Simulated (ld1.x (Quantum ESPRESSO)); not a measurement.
# zirconium (Zr): one change to a TM potential, before and after

```json
{"Element": "Zr (Z = 40)", "Generator": "ld1.x (Quantum ESPRESSO) 7.5", "Type": "norm-conserving Troullier–Martins (Kleinman–Bylander form)", "Functional": "PBE", "Relativity": "scalar-relativistic", "Frozen core": "[Ar] 3d10", "Valence charge": "12", "Reference configuration": "4s2 4p6 4d2 5s0 5p0 (charge +2)", "Partial waves": "4s (bound): rc 1.55 bohr; 4p (bound): rc 1.75 bohr; 4d (bound): rc 1.55 bohr", "Local potential": "all-electron potential smoothed inside 1.30 bohr (lloc = -1)", "Core correction": "Bessel-smoothed model core inside 1.45 bohr"}
```

All-electron outer shells of the reference configuration (PBE, scalar-relativistic, ld1.x):

```
shell  level (eV)  outermost node (bohr)  outermost maximum (bohr)
   3d     -189.26                      –                      0.35
   4s      -68.99                   0.55                      1.08
   4p      -46.92                   0.56                      1.17
   4d      -17.30                   0.58                      1.57
   5s      -16.04                   1.45                      2.85
   5p      -11.67                   1.66                      3.44
```

Change: core correction Bessel-smoothed model core inside 1.00 bohr.

Cutoffs: the cutoffs (Ry, on a coarse ladder) from which the occupation-weighted sum of valence levels, in a spherical-Bessel basis at the reference potential, stays within 10 and 1 mRy of its value at 400 Ry; they do not see the model core or the augmentation charge, which bear on the density cutoff. Errors are all-electron minus pseudo energies relative to the spin-unpolarised reference configuration.

Task: What does the change do?

Result: The potential gets neither clearly harder nor softer (55 Ry and 90 Ry → 55 Ry and 90 Ry); of the 7 tests that both files solve, the error grows in 2 and shrinks in 0 by more than 15 % and 0.3 meV (median size 52.1 → 52.0 meV); neither file shows a bound ghost at the reference potential, the only one tested. A model core, the more so a compact one, raises the density cutoff, which this test does not measure.

| quantity | base | changed |
| --- | --- | --- |
| cutoff, loose | 55 Ry | 55 Ry |
| cutoff, tight | 90 Ry | 90 Ry |
| bound ghosts | none | none |
| error for 4s2 4p6 4d2 5s2 5p0, meV [ΔE -20.08 eV] | +1066 | +1037 |
| error for 4s2 4p6 4d2 5s1 5p0, meV [ΔE -12.94 eV] | +742 | +727 |
| error for 4s2 4p6 4d1 5s0 5p0, meV [ΔE 22.63 eV] | +3.3 | +3.9 |
| error for 4s2 4p6 4d3 5s0 5p0, meV [ΔE -12.56 eV] | 0.0 | 0.0 |
| error for 4s2 4p6 4d0 5s0 5p0, meV [ΔE 56.84 eV] | +19 | +23 |
| error for 4s2 4p5 4d2 5s2 5p0, meV [ΔE 17.92 eV] | +2301 | +2199 |
| error for 4s2 4p6 4d2 5s0 5p1, meV [ΔE -9.22 eV] | +52 | +52 |
| s: phases at 1.90 bohr within 0.05 rad from the reference energy up to (Ry; the scan ends near 5) | -1.7 | -1.7 |
| p: phases at 1.90 bohr within 0.05 rad from the reference energy up to (Ry; the scan ends near 5) | 1.2 | 1.2 |
| d: phases at 1.90 bohr within 0.05 rad from the reference energy up to (Ry; the scan ends near 5) | 4.6 | 4.6 |

Base: These tests converged, but a pseudo level misses the all-electron one widely, so the file describes the atom poorly there or has found another state: 4s2 4p6 4d0 5s0 5p0: empty 5s by 3.5 eV (a node warning on the way). Changed file: These tests converged, but a pseudo level misses the all-electron one widely, so the file describes the atom poorly there or has found another state: 4s2 4p6 4d0 5s0 5p0: empty 5s by 3.4 eV.
